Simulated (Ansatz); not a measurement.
Cost and result up the ladder for B₂Mo₂ (4 atoms). Charge 0, multiplicity 1. Geometry: r2SCAN-D4/def2-TZVP.

Cartesian coordinates in Å:
```
Mo 0.7633 1.0899 -0.0701
Mo -1.2703 0.3837 0.1207
B 0.3296 -0.7385 0.7862
B 0.1773 -0.7351 -0.8369
```

Ansatz on 4 threads of Arm Neoverse V1 on a shared host. Times are rough, and most runs start from the orbitals of an earlier one. CAM-B3LYP-D4/def2-TZVP serves as the yardstick here, not as an exact answer. Binding counts from free atoms at the same level (Mo septet, B doublet; other spins of the atoms weren't run), without zero-point energy or a counterpoise term.

In the def2 sets Mo takes a core potential; there is no spin–orbit coupling. No other spin state of charge 0 was run. Another isomer (singlet) lies 0.62 eV lower at PBE0-D4/def2-TZVP; other spin states weren't run for this one.

Run but left out: CCSD(T)/def2-TZVPP (unstable by the stability test).

| level | functions | wall time | binding energy per atom (eV) | difference from CAM-B3LYP-D4/def2-TZVP (eV) | remarks |
| --- | --- | --- | --- | --- | --- |
| LDA (SPW92)/def2-TZVP | 142 | 0.8 s | 4.05 | 1.66 | restricted, untested |
| PBE-D4/def2-TZVP (with forces) | 142 | 1.7 s | 3.28 | 0.89 | restricted, untested |
| PBE0-D4/def2-TZVP | 142 | 3 s | 2.57 | 0.18 | – |
| r2SCAN-D4/def2-TZVP | 142 | 3.2 s | 2.67 | 0.28 | restricted, untested |
| CAM-B3LYP-D4/def2-TZVP | 142 | 5.5 s | 2.39 | 0.00 | – |
